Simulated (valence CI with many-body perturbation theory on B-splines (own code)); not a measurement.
## E1 transitions of Zr9+

Calculated by configuration interaction combined with many-body perturbation theory (CI+MBPT): three valence electrons over a frozen Dirac-Fock core [Ar] 3d10, a basis of 11 s, 11 p, 9 d, 7 f, 5 g, 2 h, 1 i functions for each j, with the one-electron correlation potential Σ1 (screened to all orders), the two-electron term Σ2, the three-electron term Σ3, Breit, model QED; selected single and double excitations, second order for the rest, scaled by the run's own slope (own B-spline code, finite nucleus).

No measured spectrum was set against this ion. As an estimate, levels hold to about 250 cm⁻¹ or 0.2 % of their energy and the worst to 1 %, as in measured heavy ions of charge 2 to 7; those with d or f electrons hold less well.

Lines 1 to 50 of 265 in falling wavelength, among levels below 785380 cm⁻¹, chosen from the strongest by gf and those to the six lowest levels. Wavelengths and rates use the calculated energies, so an error of 800 cm⁻¹ moves a line at 122.8 nm by 0.98 % and its rate by three times that or more. Electric multipoles are in the length gauge, E1 and E2 with the static RPA response of the core. Weak lines are less certain than strong ones. Lines between different terms over intervals too small for the method are left out, as are lines whose strength nearly cancels. Where a level lies close to another of its J and parity, the split of strength between their lines is uncertain. The highest levels of a list are the least certain.

Names give the largest LS component (configuration and term), which can be under half, so a name can repeat, a term be missing and a line seem to break the LS rules; names also repeat where a configuration has a term twice. Letters in brackets count levels of one name in rising energy.

```
λ vac (nm)                 Upper                 Lower   A (s⁻¹)  S (a.u.)
     122.8        4s2.5p 2P°_1/2         4s2.5s 2S_1/2  1.22e+09  2.24e+00
     112.9        4s2.5p 2P°_3/2         4s2.5s 2S_1/2  1.56e+09  4.44e+00
     68.06         4s.4p2 4P_1/2        4s2.4p 2P°_3/2  1.98e+07  6.15e-03
     66.87           4p3 2D°_5/2         4s.4p2 2P_3/2  1.08e+09  9.57e-01
     66.68         4p2.4d 4P_5/2  4s.4p.4d 2D°_5/2 [b]  4.15e+08  3.64e-01
     64.09         4s.4p2 4P_3/2        4s2.4p 2P°_3/2  1.63e+07  8.46e-03
     63.03         4p2.4d 2F_7/2  4s.4p.4d 2F°_7/2 [a]  4.82e+08  4.77e-01
     62.31         4p2.4d 2G_7/2  4s.4p.4d 2F°_5/2 [b]  9.17e+08  8.76e-01
     60.43         4s.4p2 4P_5/2        4s2.4p 2P°_3/2  9.14e+07  5.98e-02
     60.37       4p3 4S°_3/2 [a]         4s.4p2 2S_1/2  6.89e+08  2.99e-01
     60.33         4p2.4d 4F_9/2  4s.4p.4d 2F°_7/2 [a]  2.56e+08  2.77e-01
     59.95         4s.4p2 4P_1/2        4s2.4p 2P°_1/2  8.44e+07  1.79e-02
     59.78     4p2.4d 2F_5/2 [a]  4s.4p.4d 2F°_5/2 [a]  1.17e+09  7.41e-01
     59.35     4p2.4d 2F_5/2 [b]  4s.4p.4d 2P°_3/2 [b]  4.79e+08  2.96e-01
     58.76         4p2.4d 2G_9/2  4s.4p.4d 2F°_7/2 [b]  1.27e+09  1.27e+00
     56.85         4s.4p2 4P_3/2        4s2.4p 2P°_1/2  1.95e+06  7.07e-04
     55.00     4p2.4d 2F_5/2 [a]  4s.4p.4d 2D°_3/2 [a]  6.42e+08  3.16e-01
     54.80         4p2.4d 4D_7/2  4s.4p.4d 2F°_7/2 [a]  4.27e+08  2.78e-01
     53.72         4p2.4d 2G_9/2  4s.4p.4d 2F°_7/2 [a]  1.04e+09  7.92e-01
     53.16           4p3 2P°_1/2         4s.4p2 2P_1/2  4.00e+09  5.93e-01
     52.58           4p3 2P°_3/2         4s.4p2 2P_3/2  3.81e+09  1.09e+00
     52.40         4p2.4d 2F_7/2      4s.4p.4d 4D°_5/2  8.89e+08  5.05e-01
     52.25         4p2.4d 4F_3/2      4s.4p.4d 4D°_1/2  1.22e+09  3.44e-01
     51.77         4p2.4d 2G_7/2  4s.4p.4d 2F°_5/2 [a]  6.24e+08  3.42e-01
     51.36  4s.4p.4d 2F°_5/2 [a]         4s2.4d 2D_5/2  5.85e+08  2.35e-01
     50.92     4p2.4d 2F_5/2 [b]  4s.4p.4d 2F°_5/2 [b]  1.10e+09  4.29e-01
     50.68     4p2.4d 2F_5/2 [a]  4s.4p.4d 4D°_3/2 [a]  7.93e+08  3.06e-01
     50.63  4s.4p.4d 2F°_5/2 [a]         4s2.4d 2D_3/2  8.85e+08  3.40e-01
     50.61         4p2.4d 4F_9/2      4s.4p.4d 4D°_7/2  1.25e+09  7.99e-01
     50.38         4p2.4d 4D_1/2      4s.4p.4d 4P°_1/2  2.21e+09  2.79e-01
     50.19       4p3 4S°_3/2 [a]         4s.4p2 2D_3/2  1.12e+09  2.80e-01
     49.95         4s.4p2 2D_3/2        4s2.4p 2P°_3/2  1.09e+07  2.68e-03
     49.59     4p2.4d 2P_3/2 [b]  4s.4p.4d 2D°_5/2 [a]  2.35e+09  5.66e-01
     49.07       4p3 4S°_3/2 [b]         4s.4p2 2D_5/2  1.12e+09  2.61e-01
     49.00         4s.4p2 2D_5/2        4s2.4p 2P°_3/2  2.28e+09  7.96e-01
     48.90         4p2.4d 4D_5/2      4s.4p.4d 4D°_5/2  8.42e+08  2.92e-01
     48.68           4p3 2D°_5/2         4s.4p2 2D_5/2  4.06e+09  1.39e+00
     48.49         4p2.4d 2G_7/2  4s.4p.4d 2D°_5/2 [a]  6.09e+08  2.74e-01
     48.16       4p3 4S°_3/2 [b]         4s.4p2 2D_3/2  1.55e+09  3.42e-01
     47.98         4p2.4d 4F_7/2      4s.4p.4d 4P°_5/2  1.96e+09  8.55e-01
     47.78           4p3 2D°_5/2         4s.4p2 2D_3/2  6.16e+08  1.99e-01
     47.72  4s.4p.4d 2F°_7/2 [a]         4s2.4d 2D_5/2  1.96e+09  8.41e-01
     47.52         4p2.4d 4D_7/2  4s.4p.4d 2D°_5/2 [a]  1.19e+09  5.05e-01
     46.66         4p2.4d 4D_7/2      4s.4p.4d 4D°_7/2  6.96e+08  2.79e-01
     46.36         4p2.4d 2P_1/2  4s.4p.4d 2D°_3/2 [a]  4.07e+09  4.00e-01
     46.22           4p3 2P°_3/2         4s.4p2 2S_1/2  1.65e+09  3.21e-01
     45.94         4p2.4d 4F_7/2      4s.4p.4d 4F°_9/2  3.13e+09  1.20e+00
     45.64     4p2.4d 2F_5/2 [a]      4s.4p.4d 4F°_7/2  1.53e+09  4.32e-01
     45.44         4s.4p2 2D_3/2        4s2.4p 2P°_1/2  3.53e+09  6.53e-01
     45.35         4p2.4d 4F_5/2      4s.4p.4d 4F°_7/2  2.02e+09  5.57e-01
```
